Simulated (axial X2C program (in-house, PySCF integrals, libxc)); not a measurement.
SiBr⁺: cheaper levels and CCSD(T), two-component

All values were computed with an in-house relativistic program for diatomic molecules. Two-component (2c) means X2C with spin–orbit coupling and atomic mean-field two-electron Coulomb and Gaunt terms. Basis: Br dyall-cv3z [8s9p6d4f1g], Si dyall-v3z [8s7p2d1f] (cores contracted in-house); Gaussian nuclei, density fitting, unrestricted open shells. Masses: Br 78.918 u, Si 27.977 u.

State: Ω = 0 (closed shell); fragments Br + Si+.

```csv
level,Re (Å),ωe (cm⁻¹),De (eV)
PBE0,2.113,529.4,4.62
HF,2.104,546.4,2.98
MP2,2.110,543.2,4.50
CCSD,2.111,539.8,4.18
PBE50,2.095,550.1,n/a
```

Correlated methods: 10 electrons correlated (number of frozen shells: Br 3 s, 2 p, 1 d; Si 2 s, 1 p), 184 virtual spin orbitals or spinors in MP2, 90 natural virtuals in coupled cluster.

CCSD(T), same Hamiltonian and basis:

Re = 2.118 Å, ωe = 530.4 cm⁻¹, De = 4.38 eV; T1 = 0.020 (Lee–Taylor normalisation).

(1) Give the differences from CCSD(T) in the columns below.

One determinant describes the state; a PBE0 search over occupations chose it and may have missed a lower one. The closed shell is kept restricted, so the energy runs too high when the bond is stretched far. De is counted from the lowest determinant-based energies of the atoms at the same level, without counterpoise correction. De is not given where an atomic determinant may have missed its ground term or J level, or where the truncated virtual space spoils (T). CCSD and (T) use frozen natural virtuals with an MP2 correction for the truncation; (T) itself is uncorrected, so its De runs slightly low. In 2c an atomic determinant is not the ground J level, so De misses part of the atomic spin–orbit lowering. This holds for PBE0. The functionals have no current-density term, which raises determinants with orbital currents, atoms included.

## Answers

(1) 

| level | ΔRe (Å) | Δωe (cm⁻¹) | ΔDe (eV) |
| --- | --- | --- | --- |
| PBE0 | -0.005 | -1 | 0.24 |
| HF | -0.014 | 16 | -1.40 |
| MP2 | -0.008 | 13 | 0.12 |
| CCSD | -0.007 | 9 | -0.20 |
| PBE50 | -0.023 | 20 | n/a |
